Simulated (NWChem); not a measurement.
Molecule: GeClF₃; SMILES [F][Ge]([F])([F])[Cl]

Program: NWChem. Pople sets run with spherical d functions. Each level has its own optimisation; frequencies are unscaled.

```csv
level,r F–Ge (Å),r Cl–Ge (Å),highest harmonic frequency (cm⁻¹),lowest (cm⁻¹),zero-point energy (kcal/mol),dipole (D)
BLYP/def2-SVP,?,?,?,?,5.2,?
B3LYP/6-31G*,1.714,2.122,773,167,5.4,0.86
PBE0/def2-SVP,1.705,2.097,790,170,5.5,1.19
```

**Question.** Complete the blanks.

**Answer.** 
- BLYP/def2-SVP, r F–Ge (Å): 1.734
- BLYP/def2-SVP, r Cl–Ge (Å): 2.139
- BLYP/def2-SVP, highest harmonic frequency (cm⁻¹): 739
- BLYP/def2-SVP, lowest (cm⁻¹): 162
- BLYP/def2-SVP, dipole (D): 1.14
